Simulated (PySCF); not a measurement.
Q: Give a PBE0-D3(BJ)/def2-SVP geometry of `c12c(c(c[cH-]2)CC=C)cccc1`. (Charge -1.)

A: 
```
atom  x, y, z in Å
C1     3.5497    0.7901    0.8196
C2     2.9530    0.0551   -0.1238
C3     2.1807   -1.2126    0.0983
C4     0.7730   -1.1372   -0.4115
C5     0.2442   -1.8201   -1.5281
C6    -1.1113   -1.4962   -1.7115
C7    -1.4668   -0.5809   -0.6883
C8    -2.6663    0.0791   -0.3526
C9    -2.7136    0.9345    0.7401
C10   -1.5615    1.1578    1.5311
C11   -0.3629    0.5254    1.2285
C12   -0.2823   -0.3511    0.1272
H13    3.5208    0.4857    1.8721
H14    4.0613    1.7289    0.5860
H15    2.9730    0.4032   -1.1650
H16    2.7009   -2.0330   -0.4316
H17    2.2221   -1.4646    1.1765
H18    0.8200   -2.5117   -2.1537
H19   -1.7736   -1.8827   -2.4892
H20   -3.5663   -0.0856   -0.9575
H21   -3.6497    1.4439    0.9942
H22   -1.6177    1.8394    2.3868
H23    0.5252    0.7149    1.8414
```

Orientation and origin are arbitrary. Atoms count from 1 in this order. C11 (aromatic CH carbon) is planar (angles 120.2°, 119.9° and 119.9°, sum 360.0°, 0.00 Å off the plane of its three neighbours). The 13 C–C bonds span 1.336 Å (C1=C2, drawn double) to 1.501 Å (C2–C3, drawn single), a spread of 0.165 Å. C10 (aromatic CH carbon) is planar (angles 120.6°, 119.9° and 119.5°, sum 360.0°, 0.00 Å off the plane of its three neighbours). C12 (ring-fusion aromatic carbon) is planar (angles 133.0°, 119.3° and 107.7°, sum 360.0°, 0.00 Å off the plane of its three neighbours).

Bonds between heavy atoms (Å): C1=C2 1.336, C2–C3 1.501, C3–C4 1.499, C4–C5 1.412, C5–C6 1.406, C6–C7 1.418, C7–C8 1.410, C8–C9 1.389, C9–C10 1.415, C10–C11 1.389, C11–C12 1.410, C4–C12 1.422, C7–C12 1.456.

Computed with PBE0-D3(BJ)/def2-SVP geometry optimisation, gas phase in PySCF.

Point group: C1 (no symmetry element, even within 0.4 Å). No PBE0-D3(BJ)/def2-SVP frequencies stand behind this structure, so it isn't proved a minimum. Torsions: C1–C2–C3–C4 123°, C2–C3–C4–C5 110°.

One conformer stands for the species.
